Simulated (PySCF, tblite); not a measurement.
Isomers of C5H9ClO. Computed values, GFN2-xTB/tblite, gas phase, harmonic and unscaled. Against measured fundamentals such values can be off by several per cent, at times by over 20. One conformer each.

Electronic energies: PBE0/pcSseg-1 single points on the GFN2-xTB geometries (PySCF, gas phase).

| SMILES | electronic energy, lowest = 0 (kJ/mol) |
| --- | --- |
| ClC[C@H]1CCOC1 | 69.4 |
| C/C=C(/CO)CCl | 113.0 |
| CO/C=C/[C@H](C)Cl | 124.3 |
| CCCCC(=O)Cl | 3.4 |
| CC[C@H](C)C(=O)Cl | 5.4 |
| CC(C)(C)C(=O)Cl | 0.0 |

How do GFN2-xTB zero-point energies change the relative energies?

```csv
SMILES,ZPE (kJ/mol),of it from modes above 1550 cm⁻¹,electronic (kJ/mol),"with ZPE, lowest = 0 (kJ/mol)",lowest mode (cm⁻¹),rings
CC(C)(C)C(=O)Cl,341.6,175.0,0.0,0.0,41,0
CCCCC(=O)Cl,343.2,172.5,3.4,4.9,44,0
CC[C@H](C)C(=O)Cl,343.4,173.5,5.4,7.2,41,0
ClC[C@H]1CCOC1,348.8,159.8,69.4,76.6,39,1
C/C=C(/CO)CCl,338.4,175.0,113.0,109.8,37,0
CO/C=C/[C@H](C)Cl,339.1,172.7,124.3,121.8,58,0
```

The zero-point energies span 10.4 kJ/mol, from `C/C=C(/CO)CCl` to `ClC[C@H]1CCOC1`. The order is unchanged.

And how do the electronic energies of GFN2-xTB itself compare?

`CC(C)(C)C(=O)Cl` 0.0; `CCCCC(=O)Cl` 12.8; `CC[C@H](C)C(=O)Cl` 7.6; `ClC[C@H]1CCOC1` 15.9; `C/C=C(/CO)CCl` 111.7; `CO/C=C/[C@H](C)Cl` 89.4 kJ/mol, lowest = 0. Against the energies above, taken from the same isomer `CC(C)(C)C(=O)Cl`, the largest difference is 53.5 kJ/mol.

What do entropy and thermal enthalpy add at 298.15 K and 1 bar (rigid rotor, harmonic oscillator, one conformer each)?

| SMILES | point group | symmetry number | S (J/(mol K)) | H − H(0) (kJ/mol) | ZPE + H − H(0) − TS (kJ/mol) |
| --- | --- | --- | --- | --- | --- |
| CC(C)(C)C(=O)Cl | Cs | 1 | 381.6 | 25.57 | 253.4 |
| CCCCC(=O)Cl | Cs | 1 | 392.0 | 25.30 | 251.6 |
| CC[C@H](C)C(=O)Cl | C1 | 1 | 384.7 | 25.21 | 253.9 |
| ClC[C@H]1CCOC1 | C1 | 1 | 361.0 | 21.27 | 262.5 |
| C/C=C(/CO)CCl | C1 | 1 | 403.5 | 26.28 | 244.4 |
| CO/C=C/[C@H](C)Cl | C1 | 1 | 385.9 | 25.41 | 249.5 |
